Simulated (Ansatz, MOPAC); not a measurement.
System: SiBr, charge 0, multiplicity 2. SMILES: Br[Si]
Coordinates optimised at B3LYP-D3(BJ)/def2-TZVP (Ansatz, a quantum-chemistry and plane-wave program):
```xyz
2

Si     0.0000     0.0000    -1.6088
Br     0.0000     0.0000     0.6435
```
Charge 0, spin multiplicity 2.

Property: size of the dipole moment, in D. Terms: open shells spin-unrestricted; non-relativistic; 6-31G* and kin with 6d, 5d where marked; PM7 with its own dispersion and hydrogen-bond terms; LANL2DZ with its own core potentials from Na on; no spin-orbit coupling. Ab initio and DFT rows: single points at B3LYP-D3(BJ) geometries (Ansatz). Semi-empirical rows: dipoles at the shared geometry.

```json
[
 {"level": "PM3", "program": "MOPAC", "size of the dipole moment (D)": "3.56"},
 {"level": "PM6", "program": "MOPAC", "size of the dipole moment (D)": "1.52"},
 {"level": "PM7", "program": "MOPAC", "size of the dipole moment (D)": "1.46"},
 {"level": "MNDO", "program": "MOPAC", "size of the dipole moment (D)": "5.54"},
 {"level": "PBE/STO-3G", "program": "Ansatz", "size of the dipole moment (D)": "1.64"},
 {"level": "PBE/def2-SVP", "program": "Ansatz", "size of the dipole moment (D)": "0.59"},
 {"level": "PBE/6-31G* with LANL2DZ past Ar", "program": "Ansatz", "size of the dipole moment (D)": "0.97"},
 {"level": "B3LYP/STO-3G", "program": "Ansatz", "size of the dipole moment (D)": "1.94"},
 {"level": "B3LYP/6-31G*", "program": "Ansatz", "size of the dipole moment (D)": "1.07"},
 {"level": "B3LYP/6-31G* with LANL2DZ past Ar", "program": "Ansatz", "size of the dipole moment (D)": "1.29"}
]
```

No value to compare with is used here. The 10 habitual levels span 0.59 (PBE/def2-SVP) to 5.54 D (MNDO).

The levels are drawn from those run, B3LYP/6-31G* more often than the rest, none by its result; runs whose electronic state is in doubt are left out.
